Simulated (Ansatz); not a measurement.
`[CH3][Y]([CH3])[CH3]` + `[F][Al]1[CH2]O[SiH2]1` → `[CH3][Y]([CH3])[F]` + `[CH3][Al]1[CH2]O[SiH2]1`  (redistribution)

Program: Ansatz. Geometries: PBE0-D4/def2-TZVP. ΔE: electronic, gas phase. CCSD(T)/CBS is the MP2 limit (def2-TZVPP, def2-QZVPP) plus CCSD(T) − MP2 in def2-TZVPP, frozen cores. DFT in def2-TZVPP. B3LYP here is the variant with VWN-RPA as its local correlation; programs differ in this. Elements past krypton have def2 core potentials. For Y outer-core shells are correlated without core-valence functions, which leaves a few kJ/mol of doubt a bond.

| level | ΔE (kJ/mol) | difference from CCSD(T)/CBS |
| --- | --- | --- |
| PBE-D4 | -73.5 | -6.2 |
| r2SCAN-D4 | -70.3 | -3.0 |
| PBE0-D4 | -72.8 | -5.5 |
| B3LYP-D4 | -69.2 | -1.9 |
| ωB97M-V | -71.8 | -4.5 |
| B2PLYP | -67.8 | -0.5 |
| r2SCAN | -70.3 | -3.0 |
| B3LYP | -69.0 | -1.7 |
| HF/def2-TZVPP | -68.0 | -0.7 |
| MP2/def2-TZVPP | -62.7 | 4.6 |
| SCS-MP2/def2-TZVPP | -63.6 | 3.7 |
| CCSD/def2-TZVPP | -62.7 | 4.6 |
| HF/def2-QZVPP | -69.8 | -2.5 |
| MP2/def2-QZVPP | -65.7 | 1.6 |
| SCS-MP2/def2-QZVPP | -66.5 | 0.8 |
| HF/CBS(def2) | -70.0 | -2.7 |
| CCSD(T)/CBS | -67.3 | 0 |

Largest T1 diagnostic among the species: 0.015.

In def2-TZVPP, CCSD(T) changes the Hartree–Fock value by +4.9 kJ/mol (the triples alone add −0.4 kJ/mol) and MP2 by +5.4 kJ/mol.
